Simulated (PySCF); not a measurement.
# Radial density of W²⁺ (tungsten, charge +2)

UHF, [Xe] 4f14 5d4, high-spin 5D determinant. Calculation: PySCF 2.14, in def2-SVP with the def2 core potential (60 electrons); scalar relativity through the core potential. This is the valence pseudo-density: the core potential removes the inner electrons and smooths the orbitals near the nucleus.

| r (bohr) | 4πr²ρ (e/bohr) | 4πr²(ρα − ρβ) |
| --- | --- | --- |
| 0.117 | 1.144e-05 | 0.0000 |
| 0.197 | 3.938e-05 | 0.0000 |
| 0.331 | 0.003689 | 0.0011 |
| 0.557 | 0.9394 | 0.0613 |
| 0.936 | 9.770 | 1.1385 |
| 1.57 | 6.656 | 2.5528 |
| 2.65 | 1.050 | 0.8948 |
| 4.45 | 0.03803 | 0.0377 |
| 7.49 | 0.0001528 | 0.0002 |

Energies and moments cover only the electrons outside the core potential. Spin-orbit coupling, absent here, splits the open shell strongly.
